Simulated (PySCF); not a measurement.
C₂H₅ClSi, SMILES Cl/C=C\[SiH3].

Geometry: ωB97X-D3(BJ)/def2-SVP. The structure was generated by enumeration; whether it is a known compound was not checked.

Level of theory: TDA-PBE/def2-SVPD (PySCF 2.14.0).

Vertical excitations. Isolated molecule, no solvent. State labels are in the subgroup Cs.

| state | symmetry | energy (eV) | λ (nm) | f | main pairs |
|---|---|---|---|---|---|
| S1 | A" | 5.87 | 211 | 0.001 | HOMO−1→LUMO 99 % |
| S2 | A' | 6.05 | 205 | 0.215 | HOMO→LUMO 80 % |
| S3 | A" | 6.29 | 197 | 0.004 | HOMO→LUMO+1 96 % |
| S4 | A" | 6.47 | 192 | 0.000 | HOMO→LUMO+2 99 % |
| S5 | A" | 6.51 | 190 | 0.004 | HOMO−3→LUMO 72 %, HOMO−2→LUMO 25 % |
| S6 | A" | 6.67 | 186 | 0.002 | HOMO−2→LUMO 66 %, HOMO−3→LUMO 23 % |
| S7 | A' | 6.82 | 182 | 0.045 | HOMO−4→LUMO 93 % |
| S8 | A" | 6.89 | 180 | 0.001 | HOMO→LUMO+3 92 % |
| S9 | A" | 7.17 | 173 | 0.002 | HOMO→LUMO+4 97 % |
| S10 | A' | 7.50 | 165 | 0.001 | HOMO−1→LUMO+1 77 %, HOMO−1→LUMO+2 17 % |
| T1 | A' | 3.95 | 314 | 0 | HOMO→LUMO 97 % |
| T2 | A" | 5.68 | 218 | 0 | HOMO−1→LUMO 98 % |
| T3 | A" | 5.90 | 210 | 0 | HOMO→LUMO+1 99 % |
| T4 | A" | 6.14 | 202 | 0 | HOMO−2→LUMO 88 % |
Triplets are in the Tamm–Dancoff approximation.
